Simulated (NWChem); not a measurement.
System: CH4OPbS, singlet; SMILES C[O][Pb][SH]

Here is an NWChem input.

```
start job
memory heap 200 mb stack 900 mb global 1100 mb
geometry units angstroms noautoz
  Pb     0.558082    -0.131631     0.006020
  O     -0.227757     1.814079     0.006791
  C     -1.559010     2.213024     0.000144
  H     -1.714543     3.018018    -0.743827
  H     -2.270833     1.399143    -0.246228
  H     -1.861628     2.620907     0.984778
  S     -1.711553    -1.325527    -0.018293
  H     -1.112492    -2.536968    -0.079770
end
basis spherical
  Pb library def2-svp
  O library def2-svp
  C library def2-svp
  H library def2-svp
  S library def2-svp
end
ecp
  Pb library def2-ecp
end
dft
  xc r2scan
  grid coarse
  iterations 150
  mulliken
end
task dft gradient
```

Output (shortened):

```
             Northwest Computational Chemistry Package (NWChem) 7.3.0
             --------------------------------------------------------

 C1  symmetry detected

                             Geometry "geometry" -> ""
                             -------------------------

 Output coordinates in angstroms (scale by  1.889725989 to convert to a.u.)

  No.       Tag          Charge          X              Y              Z
 ---- ---------------- ---------- -------------- -------------- --------------
    1 Pb                  82.0000    -0.10857016    -0.56156226     0.00048687
    2 O                    8.0000     1.79919621     0.31236583    -0.00236023
    3 C                    6.0000     2.13688708     1.66047327     0.00029494
    4 H                    1.0000     2.92967532     1.85883508    -0.74659066
    5 H                    1.0000     1.28995463     2.33637498    -0.23561973
    6 H                    1.0000     2.53614347     1.97320691     0.98530372
    7 S                   16.0000    -1.40498593     1.65124719     0.00201525
    8 H                    1.0000    -2.58813759     0.99796677    -0.05814823

 Effective nuclear repulsion energy (a.u.)     652.2002125088

                                 NWChem DFT Module
                                 -----------------

 Summary of "ao basis" -> "ao basis" (spherical)
 ------------------------------------------------------------------------------
       Tag                 Description            Shells   Functions and Types
 ---------------- ------------------------------  ------  ---------------------
 Pb                         def2-svp                10       26   4s4p2d
 O                          def2-svp                 6       14   3s2p1d
 C                          def2-svp                 6       14   3s2p1d
 H                          def2-svp                 3        5   2s1p
 S                          def2-svp                 8       18   4s3p1d

            General Information
            -------------------
          SCF calculation type: DFT
          Wavefunction type:  closed shell.
          No. of atoms     :     8
          No. of electrons :    56
           Alpha electrons :    28
            Beta electrons :    28
          Charge           :     0
          Spin multiplicity:     1
          Use of symmetry is: off; symmetry adaption is: off
          Maximum number of iterations: 150
          AO basis - number of functions:    92
                     number of shells:    42
          Convergence on energy requested:  1.00D-06
          Convergence on density requested:  1.00D-05
          Convergence on gradient requested:  5.00D-04

              XC Information
              --------------
                      r^2SCAN Method XC Functional
               r^2SCAN metaGGA Exchange Functional  1.000
                     r^2SCAN Correlation Potential  1.000

             Grid Information
             ----------------
          Grid used for XC integration:  coarse
          Radial quadrature: Mura-Knowles
          Angular quadrature: Lebedev.
          Tag              B.-S. Rad. Rad. Pts. Rad. Cut. Ang. Pts.
          ---              ---------- --------- --------- ---------
          Pb                  1.80      104          10.0       302
          O                   0.60       35          11.0       302
          C                   0.70       35          11.0       302
          H                   0.35       35          13.0       302
          S                   1.00       70          11.0       302
          Grid pruning is: on
          Number of quadrature shells:   384
          Spatial weights used:  Erf1

      Superposition of Atomic Density Guess
      -------------------------------------

 Sum of atomic energies:        -731.02049215

      Non-variational initial energy
      ------------------------------

 Total energy =    -704.414981
 1-e energy   =   -1510.355589
 2-e energy   =     570.250593
 HOMO         =      -0.288154
 LUMO         =      -0.039828

     ---------------------------------------------
      Total Density - Mulliken Population Analysis
     ---------------------------------------------

    Atom       Charge   Shell Charges
 -----------   ------   -------------------------------------------------------
    1 Pb  22    20.74   2.99 -0.94  1.20  0.69  3.37  2.61  0.48  0.28  9.74  0.31
    2 O    8     9.02   1.99  1.11  0.73  3.09  2.08  0.01
    3 C    6     5.90   1.99  0.92  0.22  1.86  0.86  0.05
    4 H    1     0.94   0.70  0.22  0.02
    5 H    1     0.94   0.69  0.22  0.02
    6 H    1     0.94   0.70  0.22  0.02
    7 S   16    16.72   2.00  1.99  1.21  0.66  5.94  1.85  3.05  0.02
    8 H    1     0.80   0.58  0.19  0.03

   convergence    iter        energy       DeltaE   RMS-Dens  Diis-err
 ---------------- ----- ----------------- --------- --------- ---------
 d= 0,ls=0.0,diis     1   -706.5087696232 -9.42D+02  3.37D-02  7.79D-01
 d= 0,ls=0.0,diis     2   -704.6214174506  1.89D+00  2.75D-02  1.28D+01
 d= 0,ls=0.0,diis     3   -706.5646747199 -1.94D+00  1.01D-02  3.12D-01
 d= 0,ls=0.0,diis     4   -706.6010652109 -3.64D-02  4.56D-03  1.28D-01
 d= 0,ls=0.0,diis     5   -706.6253278155 -2.43D-02  7.58D-04  5.70D-03
  Resetting Diis
 d= 0,ls=0.0,diis     6   -706.6260856207 -7.58D-04  2.18D-04  5.45D-04
 d= 0,ls=0.0,diis     7   -706.6261652117 -7.96D-05  5.88D-05  9.19D-06
 d= 0,ls=0.0,diis     8   -706.6261643446  8.67D-07  4.24D-05  1.40D-05
 d= 0,ls=0.0,diis     9   -706.6261662431 -1.90D-06  1.56D-05  3.00D-06
 d= 0,ls=0.0,diis    10   -706.6261666001 -3.57D-07  4.56D-06  2.94D-07

         Total DFT energy =     -706.626166600116
      One electron energy =    -1513.798164353426
           Coulomb energy =      628.731868607848
    Exchange-Corr. energy =      -57.249886752829
 Nuclear repulsion energy =      235.690015898291

 Numeric. integr. density =       55.999923194909

                       DFT Final Molecular Orbital Analysis
                       ------------------------------------

 Vector   26  Occ=2.000000D+00  E=-2.362304D-01
              MO Center=  1.7D-02,  9.9D-01, -1.1D-03, r^2= 4.6D+00
   Bfn.  Coefficient  Atom+Function         Bfn.  Coefficient  Atom+Function
  ----- ------------  ---------------      ----- ------------  ---------------
    82      0.439660  7 S  pz                32      0.310920  2 O  pz
    79      0.302198  7 S  pz                35      0.239549  2 O  pz
    13      0.229193  1 Pb pz                16      0.176693  1 Pb pz
    76      0.175182  7 S  pz                65     -0.149122  6 H  s
    46     -0.132140  3 C  pz                55      0.129208  4 H  s

 Vector   27  Occ=2.000000D+00  E=-2.297949D-01
              MO Center=  1.6D+00,  6.1D-01, -3.3D-02, r^2= 2.5D+00
   Bfn.  Coefficient  Atom+Function         Bfn.  Coefficient  Atom+Function
  ----- ------------  ---------------      ----- ------------  ---------------
    30      0.486004  2 O  px                33      0.374779  2 O  px
    60      0.238290  5 H  s                 31     -0.189018  2 O  py
    61      0.183511  5 H  s                 11     -0.174981  1 Pb px
    44     -0.167945  3 C  px                34     -0.157632  2 O  py
    12     -0.147785  1 Pb py                55     -0.143124  4 H  s

 Vector   28  Occ=2.000000D+00  E=-2.175023D-01
              MO Center=  5.0D-01,  1.1D+00,  2.5D-02, r^2= 4.4D+00
   Bfn.  Coefficient  Atom+Function         Bfn.  Coefficient  Atom+Function
  ----- ------------  ---------------      ----- ------------  ---------------
    82     -0.445401  7 S  pz                32      0.430912  2 O  pz
    35      0.344850  2 O  pz                79     -0.292151  7 S  pz
    76     -0.169637  7 S  pz                65     -0.166493  6 H  s
    55      0.139872  4 H  s                 46     -0.129562  3 C  pz
    66     -0.115694  6 H  s                 56      0.091196  4 H  s

 Vector   29  Occ=0.000000D+00  E=-1.006471D-01
              MO Center= -1.0D-01, -3.5D-01,  7.5D-03, r^2= 4.0D+00
   Bfn.  Coefficient  Atom+Function         Bfn.  Coefficient  Atom+Function
  ----- ------------  ---------------      ----- ------------  ---------------
    13      0.600842  1 Pb pz                16      0.504153  1 Pb pz
    82     -0.271826  7 S  pz                32     -0.217794  2 O  pz
    10     -0.194063  1 Pb pz                 7     -0.187394  1 Pb pz
    35     -0.187830  2 O  pz                79     -0.158086  7 S  pz
    76     -0.089517  7 S  pz                66      0.066887  6 H  s

 Vector   30  Occ=0.000000D+00  E=-2.696625D-02
              MO Center= -1.7D-01, -5.1D-01, -5.4D-04, r^2= 4.7D+00
   Bfn.  Coefficient  Atom+Function         Bfn.  Coefficient  Atom+Function
  ----- ------------  ---------------      ----- ------------  ---------------
    14      0.702162  1 Pb px                11      0.507573  1 Pb px
    29     -0.347595  2 O  s                 81     -0.330750  7 S  py
    15     -0.239472  1 Pb py                73      0.194558  7 S  s
    12     -0.175645  1 Pb py                80      0.172880  7 S  px
     8     -0.165994  1 Pb px                 5     -0.159404  1 Pb px

 Vector   31  Occ=0.000000D+00  E=-1.202593D-02
              MO Center= -2.1D-01, -3.4D-01, -4.4D-03, r^2= 4.9D+00
   Bfn.  Coefficient  Atom+Function         Bfn.  Coefficient  Atom+Function
  ----- ------------  ---------------      ----- ------------  ---------------
    15      0.744398  1 Pb py                12      0.454992  1 Pb py
     3      0.443763  1 Pb s                 73     -0.337250  7 S  s
    81      0.314154  7 S  py                29     -0.279399  2 O  s
    14      0.264668  1 Pb px                80     -0.256772  7 S  px
     1     -0.226968  1 Pb s                 30      0.225235  2 O  px

     ---------------------------------------------
      Total Density - Mulliken Population Analysis
     ---------------------------------------------

    Atom       Charge   Shell Charges
 -----------   ------   -------------------------------------------------------
    1 Pb  22    21.36   3.01 -0.94  1.36  0.49  3.37  2.65  0.90  0.43  9.67  0.43
    2 O    8     8.58   1.99  1.08  0.77  2.81  1.92  0.01
    3 C    6     5.85   1.99  0.91  0.14  2.04  0.73  0.06
    4 H    1     0.98   0.75  0.20  0.02
    5 H    1     0.98   0.75  0.20  0.03
    6 H    1     0.98   0.75  0.20  0.02
    7 S   16    16.36   2.00  1.99  1.22  0.70  5.93  1.77  2.74  0.03
    8 H    1     0.92   0.71  0.18  0.03

     -------------------------------------------
      Total Density - Lowdin Population Analysis
     -------------------------------------------

    Atom       Charge   Shell Charges
 -----------   ------   -------------------------------------------------------
    1 Pb  22    21.62   1.49  0.48  1.11  0.77  3.09  2.71  1.06  0.68  9.30  0.93
    2 O    8     8.34   1.97  0.94  0.64  2.70  2.07  0.02
    3 C    6     5.95   1.96  0.58  0.31  1.81  1.16  0.13
    4 H    1     0.99   0.65  0.27  0.06
    5 H    1     1.00   0.65  0.28  0.07
    6 H    1     0.99   0.65  0.27  0.06
    7 S   16    16.09   2.00  1.95  0.99  0.72  5.81  1.88  2.69  0.04
    8 H    1     1.02   0.62  0.32  0.09

     Multipole analysis of the density
     ---------------------------------

     L   x y z        total         alpha         beta         nuclear
     -   - - -        -----         -----         ----         -------
     0   0 0 0      0.000000    -28.000000    -28.000000     56.000000

     1   1 0 0     -0.473750     -6.391910     -6.391910     12.310071
     1   0 1 0     -0.926446    -32.299187    -32.299187     63.671927
     1   0 0 1     -0.013045      0.021079      0.021079     -0.055203

     2   2 0 0    -40.269461   -213.891978   -213.891978    387.514496
     2   1 1 0      3.416475      0.122265      0.122265      3.171944
     2   1 0 1      0.135090     -0.077984     -0.077984      0.291057
     2   0 2 0    -41.187112   -166.454805   -166.454805    291.722498
     2   0 1 1     -0.004944      0.011524      0.011524     -0.027993
     2   0 0 2    -38.791124    -22.229620    -22.229620      5.668115

            General Information
            -------------------
          SCF calculation type: DFT
          Wavefunction type:  closed shell.
          No. of atoms     :     8
          No. of electrons :    56
           Alpha electrons :    28
            Beta electrons :    28
          Charge           :     0
          Spin multiplicity:     1
          Use of symmetry is: off; symmetry adaption is: off
          Maximum number of iterations: 150
          AO basis - number of functions:    92
                     number of shells:    42
          Convergence on energy requested:  1.00D-06
          Convergence on density requested:  1.00D-05
          Convergence on gradient requested:  5.00D-04

              XC Information
              --------------
                      r^2SCAN Method XC Functional
               r^2SCAN metaGGA Exchange Functional  1.000
                     r^2SCAN Correlation Potential  1.000

             Grid Information
             ----------------
          Grid used for XC integration:  coarse
          Radial quadrature: Mura-Knowles
          Angular quadrature: Lebedev.
          Tag              B.-S. Rad. Rad. Pts. Rad. Cut. Ang. Pts.
          ---              ---------- --------- --------- ---------
          Pb                  1.80      104          10.0       302
          O                   0.60       35          11.0       302
          C                   0.70       35          11.0       302
          H                   0.35       35          13.0       302
          S                   1.00       70          11.0       302
          Grid pruning is: on
          Number of quadrature shells:   384
          Spatial weights used:  Erf1

          Convergence Information
          -----------------------
          Convergence aids based upon iterative change in
          total energy or number of iterations.
          Levelshifting, if invoked, occurs when the
          HOMO/LUMO gap drops below (HL_TOL):  1.00D-02
          DIIS, if invoked, will attempt to extrapolate
          using up to (NFOCK): 10 stored Fock matrices.

                    Damping( 0%)  Levelshifting(0.5)       DIIS
                  --------------- ------------------- ---------------
          dE  on:    start            ASAP                start
          dE off:    2 iters        150 iters           150 iters

                            NWChem DFT Gradient Module
                            --------------------------

  charge          =   0.00
  wavefunction    = closed shell

                         DFT ENERGY GRADIENTS

    atom               coordinates                        gradient
                 x          y          z           x          y          z
   1 Pb     -0.205168  -1.061199   0.000920    0.002678   0.003629   0.000018
   2 O       3.399988   0.590286  -0.004460   -0.002240   0.003775  -0.000081
   3 C       4.038131   3.137839   0.000557   -0.000695  -0.005414   0.000274
   4 H       5.536284   3.512689  -1.410852   -0.000475   0.000137   0.000265
   5 H       2.437661   4.415109  -0.445257    0.000405  -0.000366   0.000085
   6 H       4.792616   3.728820   1.861954   -0.000263   0.000119  -0.000550
   7 S      -2.655038   3.120405   0.003808    0.000617  -0.002280  -0.000004
   8 H      -4.890871   1.885884  -0.109884   -0.000027   0.000399  -0.000007
```

Level: r2SCAN/def2-SVP with def2 effective core potentials on Pb. Low-valent species are run as closed-shell singlets; no triplet was tried in these runs. Structure relaxed at the PBE0/def2-SVP level. def2 effective core potentials on Pb; no spin-orbit coupling.
